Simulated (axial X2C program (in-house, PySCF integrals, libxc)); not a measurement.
## Ionising AlBr

All values come from calculations with an in-house all-electron X2C program for linear molecules (integrals from PySCF), spin-free (one-electron X2C) or two-component (2c: spin–orbit coupling with atomic mean-field Coulomb and Gaunt terms, which also bring small scalar terms), in Dyall basis sets with cores contracted in-house; open shells are unrestricted.

Basis sets: Al dyall-v3z, Br dyall-cv3z. Frozen shells (counts by l): AlBr Br 3s2p1d, Al 2s1p, 10 electrons correlated; AlBr⁺ Br 3s2p1d, Al 2s1p, 9 electrons correlated. Coupled cluster in natural virtuals with an MP2 remainder. Where the outer core of a metal is frozen, bonds come out longer and ionisation energies lower.

| Hamiltonian | level | AlBr state | Re (Å) | ωe (cm⁻¹) | De (eV) |
| --- | --- | --- | --- | --- | --- |
| spin-free | HF | M_S = 0, Λ = 0 | 2.326 | 368.0 | 3.46 |
| spin-free | PBE0 | M_S = 0, Λ = 0 | 2.317 | 370.2 | 4.55 |
| spin-free | CCSD | M_S = 0, Λ = 0 | 2.315 | 378.7 | 4.37 |
| spin-free | CCSD(T) | M_S = 0, Λ = 0 | 2.316 | 378.8 | 4.48 |

Adiabatic ionisation energy (minimum to minimum, no zero-point term) and constants of AlBr⁺:

| Hamiltonian | level | AlBr⁺ state | IE (eV) | Re (Å) | ωe (cm⁻¹) | De (eV) | fragments |
| --- | --- | --- | --- | --- | --- | --- | --- |
| spin-free | HF | M_S = 1/2, Λ = 0 | 8.07 | 2.171 | 484.7 | 0.98 | Br + Al+ |
| spin-free | PBE0 | M_S = 1/2, Λ = 0 | 8.94 | 2.182 | 461.1 | 1.70 | Br + Al+ |
| spin-free | CCSD | M_S = 1/2, Λ = 0 | 9.01 | 2.185 | 465.4 | 1.27 | Br + Al+ |
| spin-free | CCSD(T) | M_S = 1/2, Λ = 0 | 9.02 | 2.189 | 464.3 | 1.40 | Br + Al+ |

(1) Add the zero-point terms to the ionisation energy at CCSD(T), spin-free, and say whether the electron removed was bonding.

(2) Close the cycle De(AlBr⁺) + IE(AlBr) = De(AlBr) + IE(Al) to find the atomic ionisation energy at CCSD(T), spin-free.

Each entry is the lowest single determinant of a limited PBE0 search at one distance. De goes to single-determinant-based atoms at the same level (for ions the charge split of lowest energy) and is withheld (n/a) where an atom does not fit its ground term or J level. Main or longest-lived isotopes.

## Answers

(1) IE0 = IE + (ωe⁺ − ωe)/2 = 9.02 + (0.005) = 9.03 eV. Re changes by -0.127 Å, so the bond shortens, as on loss of an antibonding or a polarising non-bonding electron.

(2) IE(Al) = 1.40 + 9.02 − 4.48 = 5.94 eV, for the determinants used.
